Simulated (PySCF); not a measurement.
```xyz
9

O     -1.0770     0.9437    -0.8314
C     -1.1653    -0.2780    -0.4323
O     -0.2265    -0.8087     0.1908
Si     1.3710    -0.1516     0.6903
H     -1.8683     1.2587    -1.3090
H     -2.0612    -0.8686    -0.6318
H      1.0169     0.9883     1.5450
H      2.0031     0.2081    -0.5849
H      1.9298    -1.3170     1.3761
```

Charge 1, multiplicity 1.

### Question
Give the Mulliken and meta-Löwdin atomic charges from TPSSh-D3(BJ)/def2-TZVP in PySCF.

### Answer

```json
[
 {"atom": "O1", "Mulliken (e)": "-0.23", "meta-Löwdin (e)": "-0.32"},
 {"atom": "C2", "Mulliken (e)": "0.30", "meta-Löwdin (e)": "0.49"},
 {"atom": "O3", "Mulliken (e)": "-0.18", "meta-Löwdin (e)": "-0.37"},
 {"atom": "Si4", "Mulliken (e)": "0.30", "meta-Löwdin (e)": "0.76"},
 {"atom": "H5", "Mulliken (e)": "0.40", "meta-Löwdin (e)": "0.41"},
 {"atom": "H6", "Mulliken (e)": "0.22", "meta-Löwdin (e)": "0.18"},
 {"atom": "H7", "Mulliken (e)": "0.06", "meta-Löwdin (e)": "-0.06"},
 {"atom": "H8", "Mulliken (e)": "0.06", "meta-Löwdin (e)": "-0.06"},
 {"atom": "H9", "Mulliken (e)": "0.07", "meta-Löwdin (e)": "-0.04"}
]
```
